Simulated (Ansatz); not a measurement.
Calculated with Ansatz (gas phase, PBE0-D4/def2-TZVP geometries, no zero-point term in ΔE). CBS: MP2 limit from def2 TZ/QZ plus the TZ coupled-cluster correction, frozen cores. This one scheme is used for every species. Functionals use def2-TZVPP. B3LYP here is the variant with VWN-RPA as its local correlation; programs differ in this. Open shells (•) are unrestricted, without spin–orbit coupling. One conformer a species, not always the lowest.

`O[SiH2]N[SiH2]F` → `[NH][SiH2]O`• + `F[SiH2]`•  (homolysis of the N–Si bond)

```
             level  ΔE (kJ/mol)
       LDA (SPW92)        557.0
           BLYP-D4        479.9
        r2SCANh-D4        486.5
            B2PLYP        500.7
             B3LYP        478.2
RPA@PBE/def2-TZVPP        489.9
    MP2/def2-QZVPP        546.8
    CCSD/CBS(def2)        516.0
```

Task: What does CCSD(T)/CBS give? (Estimate.)

Result: Computed: +525.0 kJ/mol. The listed levels differ from it by 32.0, -45.1, -38.5, -24.3, -46.8, -35.1, 21.8, -9.0 kJ/mol.

Largest T1 diagnostic among the species: 0.014.

From PBE to PBE0 (25 % exact exchange), in def2-TZVPP and without D4, ΔE moves by +8.2 kJ/mol. The D4 term adds +14.9 kJ/mol with B3LYP and +8.2 kJ/mol with PBE0; it sums over pairs of atoms, weighted by their polarisabilities, and B3LYP, whose exchange is more repulsive, gets the larger term. Leaving LDA and LC-ωPBE aside and taking each functional with its dispersion term where it has one, the values, not all of them listed here, spread over 43.8 kJ/mol, from revPBE-D4 to ωB97M-V. LDA lies +76.2 kJ/mol from PBE without D4, its usual overbinding.

CCSD(T)/CBS has its own doubt, a few kJ/mol and more with outer-core shells, so smaller differences from it don't rank the levels.
